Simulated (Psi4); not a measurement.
H$_{5}$AsO$_{2}$Si (SMILES O[SiH](O)[AsH2]), singlet, at the geometry of the source list; PBE/cc-pV(Q+d)Z (Psi4).

Input for Psi4:
```
memory 2 GB

molecule mol {
0 1
Si   -0.353100   -0.452900   -0.172800
O    -0.590700   -0.101300    1.404100
O    -1.477300    0.292500   -1.102300
As    1.802300    0.242900   -0.670600
H    -0.691100   -1.855100   -0.415500
H    -1.476700   -0.094600    1.760500
H    -1.312500    1.134900   -1.513100
H     1.708400    1.409500    0.274600
H     2.390600   -0.576000    0.435100
}

set {
  basis cc-pv(q+d)z
  reference rks
}

energy('pbe')
print_variables()
```

Output, abridged:

```
   => Loading Basis Set <=

    Name: CC-PV(Q+D)Z
    Role: ORBITAL
    Keyword: BASIS

         ---------------------------------------------------------
                                   SCF
               by Justin Turney, Rob Parrish, Andy Simmonett
                          and Daniel G. A. Smith
                              RKS Reference
         ---------------------------------------------------------

  ==> Geometry <==

    Molecular point group: c1
    Full point group: C1

    Geometry (in Angstrom), charge = 0, multiplicity = 1:

       Center              X                  Y                   Z               Mass
    ------------   -----------------  -----------------  -----------------  -----------------
         SI          -1.015576005615    -0.514394565423     0.182410660200    27.976926534650
         O           -1.253176005615    -0.162794565423     1.759310660200    15.994914619570
         O           -2.139776005615     0.231005434577    -0.747089339800    15.994914619570
         AS           1.139823994385     0.181405434577    -0.315389339800    74.921594570000
         H           -1.353576005615    -1.916594565423    -0.060289339800     1.007825032230
         H           -2.139176005615    -0.156094565423     2.115710660200     1.007825032230
         H           -1.974976005615     1.073405434577    -1.157889339800     1.007825032230
         H            1.045923994385     1.348005434577     0.629810660200     1.007825032230
         H            1.728123994385    -0.637494565423     0.790310660200     1.007825032230

  Running in c1 symmetry.

  Rotational constants: A =      0.21542  B =      0.06341  C =      0.05302 [cm^-1]
  Rotational constants: A =   6458.19601  B =   1900.87302  C =   1589.47634 [MHz]
  Nuclear repulsion =  353.097870114932675

  Charge       = 0
  Multiplicity = 1
  Electrons    = 68
  Nalpha       = 34
  Nbeta        = 34

  ==> Algorithm <==

  SCF Algorithm Type is DF.
  DIIS enabled.
  MOM disabled.
  Fractional occupation disabled.
  Guess Type is SAD.
  Energy threshold   = 1.00e-06
  Density threshold  = 1.00e-06
  Integral threshold = 1.00e-12

  ==> Primary Basis <==

  Basis Set: CC-PV(Q+D)Z
    Blend: CC-PV(Q+D)Z
    Number of shells: 118
    Number of basis functions: 392
    Number of Cartesian functions: 479
    Spherical Harmonics?: true
    Max angular momentum: 4

  ==> DFT Potential <==

   => LibXC <=

    Version 7.1.2
    S. Lehtola, C. Steigemann, M. J. T. Oliveira, and M. A. L. Marques,  SoftwareX 7, 1–5 (2018) (10.1016/j.softx.2017.11.002)

   => Composite Functional: PBE <=

    PBE GGA Exchange-Correlation Functional

    J.P. Perdew et. al., Phys. Rev. Lett., 77(18), 3865-3868, 1996

    Deriv               =              1
    GGA                 =           TRUE
    Meta                =          FALSE

    Exchange Hybrid     =          FALSE
    MP2 Hybrid          =          FALSE

   => Exchange Functionals <=

    1.0000     XC_GGA_X_PBE

   => Correlation Functionals <=

    1.0000     XC_GGA_C_PBE

   => LibXC Density Thresholds  <==

    XC_GGA_C_PBE:  1.00E-12
    XC_GGA_X_PBE:  1.00E-15

   => Molecular Quadrature <=

    Radial Scheme          =       TREUTLER
    Pruning Scheme         =           NONE
    Nuclear Scheme         =       TREUTLER

    Blocking Scheme        =         OCTREE
    BS radius alpha        =              1
    Pruning alpha          =              1
    Radial Points          =             75
    Spherical Points       =            302
    Total Points           =         194872
    Total Blocks           =           1489
    Max Points             =            256
    Max Functions          =            364
    Weights Tolerance      =       1.00E-15

   => Loading Basis Set <=

    Name: (CC-PV(Q+D)Z AUX)
    Role: JKFIT
    Keyword: DF_BASIS_SCF

  ==> Integral Setup <==

  SCF_SUBTYPE=INCORE selected. In-core MEM_DF algorithm will be used.
  Using in-core AOs.

  ==> MemDFJK: Density-Fitted J/K Matrices <==

    J tasked:                   Yes
    K tasked:                    No
    wK tasked:                   No
    Algorithm:                 Core
    Schwarz Cutoff:           1E-12
    Mask sparsity (%):       8.1763
    Fitting Condition:        1E-10

   => Auxiliary Basis Set <=

  Basis Set: (CC-PV(Q+D)Z AUX)
    Blend: CC-PVQZ-JKFIT
    Number of shells: 213
    Number of basis functions: 833
    Number of Cartesian functions: 1095
    Spherical Harmonics?: true
    Max angular momentum: 5

  Minimum eigenvalue in the overlap matrix is 1.3107598793E-04.
  Reciprocal condition number of the overlap matrix is 1.8104933806E-05.
    Using symmetric orthogonalization.

  ==> Pre-Iterations <==

  SCF Guess: Superposition of Atomic Densities via on-the-fly atomic UHF (no occupation information).

   -------------------------
    Irrep   Nso     Nmo
   -------------------------
     A        392     392
   -------------------------
    Total     392     392
   -------------------------

  ==> Iterations <==

                           Total Energy        Delta E     RMS |[F,P]|

   @DF-RKS iter SAD: -2675.20386048997170   -2.67520e+03   0.00000e+00
   @DF-RKS iter   1: -2676.68306251803233   -1.47920e+00   7.39033e-03 DIIS/ADIIS
   @DF-RKS iter   2: -2672.95511559088891    3.72795e+00   1.35704e-02 DIIS/ADIIS
   @DF-RKS iter   3: -2678.36224292126099   -5.40713e+00   9.96511e-04 DIIS/ADIIS
   @DF-RKS iter   4: -2678.28634246279944    7.59005e-02   1.48857e-03 DIIS/ADIIS
   @DF-RKS iter   5: -2678.41042654376315   -1.24084e-01   7.44326e-05 DIIS
   @DF-RKS iter   6: -2678.41077838489127   -3.51841e-04   4.04907e-05 DIIS
   @DF-RKS iter   7: -2678.41087828043101   -9.98955e-05   1.54733e-05 DIIS
   @DF-RKS iter   8: -2678.41089000832289   -1.17279e-05   5.30088e-06 DIIS
   @DF-RKS iter   9: -2678.41089194586084   -1.93754e-06   8.52480e-07 DIIS
   @DF-RKS iter  10: -2678.41089202018975   -7.43289e-08   1.66336e-07 DIIS
  Energy and wave function converged.

  ==> Post-Iterations <==

   Electrons on quadrature grid:
      Ntotal   =   67.9999694635 ; deviation = -3.054e-05

    Orbital Energies [Eh]
    ---------------------

    Doubly Occupied:

[...]
      34A     -0.232800

    Virtual:

[...]
     392A     41.858563

    Final Occupation by Irrep:
              A
    DOCC [    34 ]
    NA   [    34 ]
    NB   [    34 ]

  @DF-RKS Final Energy: -2678.41089202018975

   => Energetics <=

    Nuclear Repulsion Energy =            353.0978701149326753
    One-Electron Energy =               -4430.6292561870704958
    Two-Electron Energy =                1521.5879555778981285
    DFT Exchange-Correlation Energy =    -122.4674615259500001
    Empirical Dispersion Energy =           0.0000000000000000
    VV10 Nonlocal Energy =                  0.0000000000000000
    Total Energy =                      -2678.4108920201897490

Computation Completed

Properties will be evaluated at   0.000000,   0.000000,   0.000000 [a0]

Properties computed using the SCF density matrix

 Multipole Moments:

 ------------------------------------------------------------------------------------
     Multipole            Electronic (a.u.)      Nuclear  (a.u.)        Total (a.u.)
 ------------------------------------------------------------------------------------

 L = 1.  Multiply by 2.5417464519 to convert [e a0] to [Debye]
 Dipole X            :         11.8990406          -12.1720442           -0.2730036
 Dipole Y            :          2.1696964           -1.8107931            0.3589033
 Dipole Z            :         -4.7825745            4.8402026            0.0576280
 Magnitude           :                                                    0.4546026

 ------------------------------------------------------------------------------------

  Variable Map:
  ----------------------------------------------------------------------------
[...]
  Array Variable Map:
  ----------------------------------------------------------------------------
[...]
[...]
```
